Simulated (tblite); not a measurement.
Compound: C4H8F2O2Si.
Geometry (GFN2-xTB, Å), atoms numbered from 1 in this order:
```
atom  x, y, z in Å
F1    -1.712   -0.902   -1.529
C2    -1.314   -1.501   -0.362
C3    -0.416   -0.563    0.442
O4    -1.154    0.502    0.956
Si5   -0.945    1.872    0.074
O6     0.356    1.337   -0.776
C7     0.716    0.037   -0.435
C8     2.038    0.073    0.332
F9     2.453   -1.203    0.614
H10   -2.221   -1.731    0.204
H11   -0.779   -2.417   -0.632
H12    0.002   -1.134    1.281
H13   -2.035    2.122   -0.850
H14   -0.572    2.918    1.009
H15    0.844   -0.548   -1.353
H16    2.818    0.550   -0.267
H17    1.912    0.600    1.283
```

All values are computed: GFN2-xTB (tblite) harmonic vibrations without scaling, gas phase. This tight-binding method is rough: wavenumbers can miss measured ones by several per cent, in bad cases by 10 to 20. Modes of hydrogen on silicon can be 10 to 20 % off. One conformer, not necessarily the lowest.

Harmonic wavenumbers (cm⁻¹): 46.2, 84.9, 95.3, 111.9, 204.8, 205.7, 326.4, 382.7, 404.0, 477.6, 510.5, 612.3, 621.7, 676.5, 745.9, 793.1, 809.3, 823.8, 847.4, 936.3, 986.7, 1045.2, 1047.5, 1073.8, 1098.9, 1122.0, 1133.9, 1178.6, 1214.1, 1237.4, 1255.7, 1275.3, 1297.4, 1316.8, 1330.1, 1426.1, 1442.8, 2356.6, 2386.8, 2920.3, 2922.9, 2957.5, 2960.5, 2969.7, 2971.0.

A = 1764, B = 1209, C = 893.6 MHz; mass 154.026 u (most abundant isotopes); point group C1, symmetry number 1.

Question: Zero-point energy?

Answer: ½Σν̃ = 26322 cm⁻¹ = 314.88 kJ/mol.

Question: Give the ideal-gas entropy at 200 K and 1 bar in the rigid-rotor, harmonic-oscillator model (classical rotation).

Answer: Translation 163.38, rotation 118.50, vibration 75.44: S = 357.3 J/(mol K).

Question: And Cp and H(200 K) − H(0)?

Answer: Cp = 112.56 J/(mol K), of which vibrations give 79.30 (their classical limit is 45 R = 374.2); H(200 K) − H(0) = 14.77 kJ/mol without the zero-point energy, 8.12 from vibrations.

Question: Blend soft modes into free rotors: weight 1/[1 + (100 cm⁻¹/ν̃)⁴] for the oscillator and the rest for a rotor with moment μB/(μ + B), μ = h/(8π²ν), B = 10⁻⁴⁴ kg m². What vibrational entropy results?

Answer: 69.95 J/(mol K) in place of 75.44, which changes −T·S at 200 K by +1.10 kJ/mol.

Question: What must be added to the electronic energy to get the Gibbs energy at 200 K and 1 bar?

Answer: ZPE + [H(200 K) − H(0)] − T·S = 314.88 + 14.77 − 71.46 = 258.19 kJ/mol.

Question: How do the functions run with temperature in this model?

Answer: 
| T (K) | S (J/(mol K)) | Cp (J/(mol K)) | H − H(0) (kJ/mol) | G − H(0) (kJ/mol) | ln q(vib) |
| --- | --- | --- | --- | --- | --- |
| 50 | 248.9 | 55.6 | 2.11 | -10.34 | 0.51 |
| 100 | 293.9 | 75.5 | 5.41 | -23.98 | 1.71 |
| 298.15 | 409.9 | 154.0 | 27.83 | -94.38 | 6.57 |
| 373.15 | 447.8 | 184.9 | 40.55 | -126.56 | 8.39 |
| 500 | 508.3 | 228.7 | 66.91 | -187.25 | 11.48 |
| 750 | 613.0 | 286.4 | 131.94 | -327.81 | 17.38 |
| 1000 | 700.6 | 321.6 | 208.27 | -492.32 | 22.87 |

q(vib) and H(0) count from the zero-point level.

Hindered rotation and anharmonicity are outside this model. Other conformers, if any are populated, would add a mixing term that is left out. The structure is chiral; the term R ln 2 for an equal mix with its mirror image is left out.

Run on Arm Neoverse N1, one thread, shared host. The figure is for the frequency step alone.
